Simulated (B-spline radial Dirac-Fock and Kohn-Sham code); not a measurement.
**L-shell conversion coefficients of Ca against transition energy**

The computed values come from a B-spline atomic structure program: a Dirac-Hartree-Slater potential of the neutral atom with a Latter tail (no hole, which puts coefficients of high multipoles low close above an edge), finite nucleus with surface currents. Subshells within 1 keV of threshold and pair formation are left out.

| energy (keV) | E2 | E3 | E4 | M1 | M2 | M5 |
| --- | --- | --- | --- | --- | --- | --- |
| 11.2 | 220 | 44200 | 6.86e+06 | 0.514 | 66.8 | 1.36e+08 |
| 11.3 | 211 | 41900 | 6.45e+06 | 0.501 | 64.3 | 1.27e+08 |
| 13.2 | 105 | 16600 | 2.18e+06 | 0.316 | 33.1 | 3.85e+07 |
| 19.6 | 18.6 | 1650 | 139000 | 0.0994 | 6.36 | 1.92e+06 |
| 20 | 17.1 | 1470 | 121000 | 0.0938 | 5.85 | 1.65e+06 |
| 50 | 0.381 | 9.50 | 257 | 0.00699 | 0.156 | 2180 |
| 53.7 | 0.285 | 6.53 | 162 | 0.00574 | 0.119 | 1330 |
| 62.2 | 0.157 | 3.04 | 63.3 | 0.00385 | 0.0687 | 482 |
| 93.3 | 0.0305 | 0.386 | 5.07 | 0.00130 | 0.0157 | 32.0 |
| 100 | 0.0231 | 0.273 | 3.32 | 0.00109 | 0.0122 | 20.3 |
| 126 | 0.00915 | 0.0867 | 0.833 | 0.000597 | 0.00545 | 4.64 |
| 128 | 0.00859 | 0.0802 | 0.759 | 0.000574 | 0.00516 | 4.20 |
| 130 | 0.00808 | 0.0744 | 0.693 | 0.000551 | 0.00489 | 3.81 |
| 200 | 0.00148 | 0.00934 | 0.0581 | 0.000188 | 0.00115 | 0.278 |
| 215 | 0.00112 | 0.00665 | 0.0388 | 0.000157 | 0.000913 | 0.182 |
| 259 | 0.000550 | 0.00281 | 0.0140 | 0.000101 | 0.000505 | 0.0631 |
| 365 | 0.000156 | 0.000615 | 0.00235 | 4.52e-05 | 0.000177 | 0.00990 |
| 436 | 8.43e-05 | 0.000292 | 0.000980 | 3.03e-05 | 0.000106 | 0.00401 |
| 464 | 6.83e-05 | 0.000227 | 0.000730 | 2.64e-05 | 8.84e-05 | 0.00295 |
| 492 | 5.63e-05 | 0.000180 | 0.000555 | 2.32e-05 | 7.50e-05 | 0.00222 |
| 500 | 5.34e-05 | 0.000168 | 0.000516 | 2.24e-05 | 7.17e-05 | 0.00206 |
| 603 | 2.95e-05 | 8.26e-05 | 0.000224 | 1.50e-05 | 4.29e-05 | 0.000859 |
| 1000 | 7.31e-06 | 1.55e-05 | 3.18e-05 | 5.38e-06 | 1.18e-05 | 0.000103 |
| 1080 | 6.07e-06 | 1.24e-05 | 2.45e-05 | 4.64e-06 | 9.86e-06 | 7.72e-05 |
| 1130 | 5.46e-06 | 1.09e-05 | 2.11e-05 | 4.26e-06 | 8.86e-06 | 6.53e-05 |
| 1290 | 4.05e-06 | 7.62e-06 | 1.40e-05 | 3.33e-06 | 6.55e-06 | 4.07e-05 |
| 2000 | 1.68e-06 | 2.70e-06 | 4.22e-06 | 1.54e-06 | 2.57e-06 | 9.91e-06 |
| 2020 | 1.65e-06 | 2.64e-06 | 4.12e-06 | 1.52e-06 | 2.52e-06 | 9.62e-06 |
| 2100 | 1.54e-06 | 2.43e-06 | 3.75e-06 | 1.42e-06 | 2.33e-06 | 8.59e-06 |

Q: How fast do they fall between 2000 and 2100 keV?

A: As powers of the energy: E2 E^-1.81, E3 E^-2.13, E4 E^-2.44, M1 E^-1.66, M2 E^-2.00, M5 E^-2.93. Within one type (E or M) the higher multipoles fall faster.
